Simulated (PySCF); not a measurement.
HfO₂, SMILES [O]=[Hf]=[O], multiplicity 1. Coordinates come from a B3LYP-D3(BJ)/def2-TZVP optimisation. The multiplicity is an assumed one; other spin states were not compared. The isomer is the one that the SMILES or the coordinates give; other isomers of the formula were not compared. The def2 effective core potentials stand for the cores of Hf; spin–orbit coupling is left out.

Method: PySCF with B3LYP-D3(BJ)/def2-TZVP.

Harmonic wavenumbers (cm⁻¹): 293, 823, 908. Rotational constants (GHz): 16.75, 7.555, 5.206; symmetry number 2.

**Question.** Work out the zero-point energy and the ideal-gas rigid-rotor harmonic-oscillator thermochemistry at 298.15 K and 1 atm.

**Answer.** ZPE = ½ Σ hcν = ½ × 2025 cm⁻¹ = 12.11 kJ/mol. H − E(el) = 23.48 kJ/mol. Entropy in J/(mol K): translation 175.46, rotation 93.42, vibration 7.45, total 276.33. G − E(el) = -58.91 kJ/mol. Cp = 44.93 J/(mol K).
